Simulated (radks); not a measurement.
Results of a calculation; reference values are marked as such.
Radial electron density D(r) = 4 pi r^2 rho(r) of an atom or ion with 41 electrons. Level of theory: scalar-relativistic Kohn-Sham, SCAN, spin-polarised, spherical densities, finite nucleus; meta-GGA in the generalised Kohn-Sham scheme; Fermi nuclear charge, rms radius of each element as measured or else 0.836 A^(1/3) + 0.57 fm (a radial shooting solver on a logarithmic mesh with Libxc functionals).

r (bohr),D(r) (e/bohr),spin D(r)
0.004897,14.10,-0.000694
0.006428,20.63,-0.00101
0.00837,28.69,-0.00140
0.0109,37.92,-0.00186
0.01419,46.99,-0.00233
0.01848,53.74,-0.00280
0.02426,55.93,-0.00330
0.03158,53.01,-0.00387
0.04113,48.48,-0.00388
0.05355,48.71,0.000866
0.06973,57.28,0.0249
0.0908,67.99,0.102
0.1192,67.61,0.288
0.1552,54.05,0.587
0.2021,44.73,0.900
0.2631,50.43,0.951
0.3426,53.79,0.548
0.4461,38.20,0.0179
0.5856,18.48,0.294
0.7625,13.31,1.86
0.9929,13.98,3.71
1.293,10.21,4.01
1.684,4.682,2.65
2.192,1.432,1.09
2.877,0.2684,0.245
3.747,0.02902,0.0284
4.879,0.001344,0.00134

What is the nuclear charge?

Answer. Z = 44. The innermost maximum, from 1s, lies near gamma/Z bohr with gamma = sqrt(1 - (Z/c)^2) = 0.947, here 0.0215 bohr (found: 0.0235), and its height grows with Z. The density is that of the ruthenium ion Ru3+ in [Kr] 4d5; the configuration itself is not fixed sharply by these data, and Z only to a few units. D(r) has 4 maxima, at r = 0.0235, 0.104, 0.319, 0.946 bohr, and minima at 0.0467, 0.205, 0.750 bohr, inside which lie 2.02, 11.09, 29.12 electrons.
